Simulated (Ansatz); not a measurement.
CH₃NH₂ + aluminium trichloride → `C[NH2+][Al-]([Cl])([Cl])[Cl]`  (adduct formation)

Gas-phase electronic energies from Ansatz, PBE0-D4/def2-TZVP geometries. CBS: MP2 limit from def2 TZ/QZ plus the TZ coupled-cluster correction, frozen cores. This one scheme is used for every species. Functionals use def2-TZVPP. B3LYP here is the variant with VWN-RPA as its local correlation; programs differ in this. One conformer a species, not always the lowest.

CH₃NH₂:

Z-matrix (Å, degrees):
```
C
N 1 1.453
H 1 1.092 2 109.4
H 1 1.100 2 115.4 3 -121.6
H 1 1.092 2 109.4 3 116.8
H 2 1.012 1 110.6 3 62.6
H 2 1.012 1 110.6 3 -179.3
```

`[Cl][Al]([Cl])[Cl]`:

```xyz
4

Cl    2.016   -0.033   -0.464
Al    0.000    0.000    0.000
Cl   -1.338   -1.109   -1.122
Cl   -0.678    1.142    1.586
```

`C[NH2+][Al-]([Cl])([Cl])[Cl]`:

Cartesian coordinates in Å:
```
C -1.353 0.449 -0.171
N -0.226 -0.021 0.659
Al 1.463 -0.416 -0.316
Cl 0.856 -1.936 -1.653
Cl 2.691 -1.028 1.292
Cl 1.925 1.458 -1.177
H -2.239 0.644 0.435
H -1.576 -0.313 -0.917
H -1.050 1.360 -0.685
H -0.004 0.669 1.373
H -0.487 -0.867 1.160
```

```
          level  ΔE (kJ/mol)
     r2SCAN0-D4       -190.4
          B3LYP       -156.0
          BHLYP       -171.0
        LC-ωPBE       -177.5
 MP2/def2-TZVPP       -187.3
CCSD/def2-TZVPP       -180.6
  HF/def2-QZVPP       -161.6
  MP2/CBS(def2)       -188.6
```

Q: What does CCSD(T)/CBS give? (Estimate.)

A: The calculation gave: -184.5 kJ/mol. The listed levels differ from it by -5.9, 28.5, 13.5, 7.0, -2.8, 3.9, 22.9, -4.1 kJ/mol.

Q: What do rigid-rotor, harmonic-oscillator terms from PBE0-D4/def2-TZVP frequencies (298.15 K, 1 bar) make of the CCSD(T)/CBS value? (Best estimate.)

A: Computed: ΔZPE = +11.3 kJ/mol, ΔH = -174.6 kJ/mol, ΔS = -149 J/(mol·K), ΔG = -130.3 kJ/mol.

Largest T1 diagnostic among the species: 0.008.

From r2SCAN to r2SCAN0 (25 % exact exchange), in def2-TZVPP and without D4, ΔE moves by −4.3 kJ/mol. The D4 term adds −23.2 kJ/mol with B3LYP and −13.0 kJ/mol with PBE0; it sums over pairs of atoms, weighted by their polarisabilities, and B3LYP, whose exchange is more repulsive, gets the larger term. Leaving LDA and LC-ωPBE aside and taking each functional with its dispersion term where it has one, the values, not all of them listed here, spread over 20.8 kJ/mol, from r2SCAN0-D4 to B2PLYP. LDA lies −39.8 kJ/mol from PBE without D4.

CCSD(T)/CBS has its own doubt, a few kJ/mol and more with outer-core shells, so smaller differences from it don't rank the levels.
